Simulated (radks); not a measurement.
Spherical quantum dot in the effective-mass picture: electrons in a hard-walled sphere of radius 3.88, all in effective atomic units (hartree* = m*/eps^2 hartree, bohr* = eps/m* bohr), one dielectric constant everywhere. Method: non-relativistic Kohn-Sham, LDA (Slater exchange, Perdew-Wang correlation), spin-polarised, spherical densities; computed with a radial shooting solver with Libxc functionals. Levels are named by radial order and angular momentum (1s, 1p, 1d, 2s, ...), and open shells are averaged over m.

N = 21, configuration 1s2 1p6 1d10 1f(up 3, down 0). This is the lowest configuration that the search found. Occupied and some empty levels:

level,occupation,eigenvalue (hartree*),<r> (bohr*)
1s up,1,7.1710,2.611
1s down,1,7.2039,2.600
1p up,3,7.3452,2.713
1p down,3,7.3802,2.708
1d up,5,7.6456,2.801
1d down,5,7.6821,2.798
1f up,3,8.0561,2.874
1f down,0,8.0937,2.873
2s up,0,8.3546,1.739
2s down,0,8.3670,1.740
1g up,0,8.5676,2.936
1g down,0,8.6058,2.935
2p up,0,8.9285,2.032
2p down,0,8.9453,2.030
2d up,0,9.6101,2.217
2d down,0,9.6305,2.215

Energy (hartree*): total 88.5980, kinetic 23.921, external 0, Hartree 73.466, exchange-correlation -8.7890.
